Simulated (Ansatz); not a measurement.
`O=CC([SiH3])[SiH3]` + `[OH][GaH2]` → `[SiH3][O][GaH2]` + `O=CC[SiH3]` at 700 K and 1 bar (ligand exchange at the Si–C bond).

Calculated with Ansatz (gas phase, PBE0-D4/def2-TZVP geometries, no zero-point term in ΔE). CCSD(T)/CBS adds triple-zeta CCSD(T) − MP2 to the extrapolated MP2 energy (def2 sets, frozen cores). For Ga outer-core shells are correlated without core-valence functions, which leaves a few kJ/mol of doubt a bond. Scalar relativity is left out up to krypton. One conformer a species, not always the lowest.

```tsv
species	CCSD(T)/CBS energy (Eh)	H − E (kJ/mol)	S (J/(mol·K))
`O=CC([SiH3])[SiH3]`	-734.22953	321.0	514.8
`[OH][GaH2]`	-2000.92981	111.5	322.8
`[SiH3][O][GaH2]`	-2291.24790	176.8	427.2
`O=CC[SiH3]`	-443.94595	254.2	421.5
```

H − E and S are ideal-gas, rigid-rotor, harmonic terms from PBE0-D4/def2-TZVP, for one conformer and one mirror image of each species. 1 Eh = 2625.50 kJ/mol, R = 8.31446 J/(mol·K).

Question: By hand: ΔE, ΔH, ΔS and ΔG.

Answer: ΔE = (-2291.24790) + (-443.94595) − (-734.22953) − (-2000.92981) = -0.03451 Eh = -90.6 kJ/mol. Δ(H − E) = 176.8 + 254.2 − 321.0 − 111.5 = -1.5, so ΔH = -92.1 kJ/mol. ΔS = 427.2 + 421.5 − 514.8 − 322.8 = 11.1 J/(mol·K). ΔG = -92.1 − 700 × (11.1)/1000 = -99.9 kJ/mol.

Question: By hand: the equilibrium constant, and the temperature at which ΔG would vanish if ΔH and ΔS stayed fixed.

Answer: log₁₀ K = −ΔG/(RT ln 10) = 7.5. ΔH and −TΔS have one sign here, so there is no such temperature.

The number of gas molecules stays the same, so ΔS is small and ΔH decides. A doubt of 5 kJ/mol in ΔE shifts log₁₀ K by 0.4 here. Other conformers and mirror images would add mixing entropy, several J/(mol·K) or more a flexible species. These are equilibria of isolated gas molecules and say nothing of rates. Largest T1 diagnostic: 0.015 (customary marks: 0.02 for closed shells, 0.045 for open ones).

ΔS is within the doubt of such terms, so its sign, and with it that verdict, could turn.
